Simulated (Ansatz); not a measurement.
```yaml
crystal:
  periodic: [false, false, false]
  atoms:
    - {symbol: C, position_ang: [-0.520541, -0.167524, 2.491946]}
    - {symbol: O, position_ang: [-0.447890, -0.351012, 1.062215]}
    - {symbol: Nb, position_ang: [0.195386, 0.188675, -0.627845]}
    - {symbol: N, position_ang: [1.197657, 1.510109, -0.612033]}
    - {symbol: N, position_ang: [-1.338863, 0.554745, -1.758897]}
    - {symbol: N, position_ang: [1.283212, -1.370134, -1.339359]}
    - {symbol: H, position_ang: [-0.100924, -1.014827, 3.004259]}
    - {symbol: H, position_ang: [-1.530492, 0.020690, 2.844919]}
    - {symbol: H, position_ang: [0.065272, 0.703294, 2.788274]}
    - {symbol: H, position_ang: [1.768000, 2.316027, -0.478021]}
    - {symbol: H, position_ang: [-1.498730, 1.383061, -2.259146]}
    - {symbol: H, position_ang: [-2.135289, -0.092178, -1.972976]}
    - {symbol: H, position_ang: [0.933237, -2.306179, -1.446470]}
    - {symbol: H, position_ang: [2.197250, -1.257947, -1.723418]}
basis:
  gaussian: {orbitals: def2-TZVPP}
magnetization: {spin_polarized: true, initial_magnetization: 2}
hamiltonian: {xc: {name: SPW92}}
output: {forces: true}
```

```sh
$ ansatz run in.yaml --threads 4 --pin off --events-out ev --progress --plain --max-ram 11315MiB
```

Shortened log:

```
Functional definition: SPW92
1597 factors; their error is unknown
mean field evaluation 1: about -9139.7197 eV, gradient 9.3e1 eV
mean field evaluation 2: about -9006.3943 eV, gradient 1.7e2 eV
mean field evaluation 4: about -9161.7621 eV, gradient 4.8e1 eV
mean field evaluation 8: about -9170.5708 eV, gradient 1.9e1 eV
mean field evaluation 16: about -9172.6081 eV, gradient 5.0e-2 eV
mean field evaluation 32: about -9172.5921 eV, gradient 6.4e-5 eV
mean field -9172.59211068 eV, -337.0865426611 hartree, gradient 1.4e-5 eV, S^2 2.003143; 10 other end points of the search recorded, 0 dependent functions left out
reference -9172.59217848 eV, -337.0865451528 hartree; 29, 27 occupied and 294, 296 virtual orbitals, 1597 factors
Total energy: -9172.59217848 eV, -337.0865451528 hartree
Atom 0 at    -0.520541    -0.167524     2.491946 Å, force     0.556632     0.510772    -2.090453 eV/Å
Atom 1 at    -0.447890    -0.351012     1.062215 Å, force    -0.485462    -0.889644     3.217103 eV/Å
Atom 2 at     0.195386     0.188675    -0.627845 Å, force    -3.018160    -3.346314     0.341848 eV/Å
Atom 3 at     1.197657     1.510109    -0.612033 Å, force     2.914076     4.030199    -0.367635 eV/Å
Atom 4 at    -1.338863     0.554745    -1.758897 Å, force    -1.884475    -1.802966    -0.437948 eV/Å
Atom 5 at     1.283212    -1.370134    -1.339359 Å, force     0.062890     0.134060     0.387448 eV/Å
Atom 6 at    -0.100924    -1.014827     3.004259 Å, force     0.171553    -0.888763     0.294127 eV/Å
Atom 7 at    -1.530492     0.020690     2.844919 Å, force    -0.731427    -0.197113    -0.177989 eV/Å
Atom 8 at     0.065272     0.703294     2.788274 Å, force     0.337351     0.433067    -0.047883 eV/Å
Atom 9 at     1.768000     2.316027    -0.478021 Å, force     0.669926     0.847253     0.178205 eV/Å
Atom 10 at    -1.498730     1.383061    -2.259146 Å, force    -0.249379     2.070143    -1.198363 eV/Å
Atom 11 at    -2.135289    -0.092178    -1.972976 Å, force     0.816704     0.519447     0.396149 eV/Å
Atom 12 at     0.933237    -2.306179    -1.446470 Å, force    -0.293155    -1.368725     0.066106 eV/Å
Atom 13 at     2.197250    -1.257947    -1.723418 Å, force     1.132924    -0.051419    -0.560716 eV/Å
Dipole moment:     0.025357    -0.102451     0.182988 e Å
```

Run time 24 s (4 threads of an AMD EPYC 7R43 on a shared host); peak host memory 1.4 GiB.
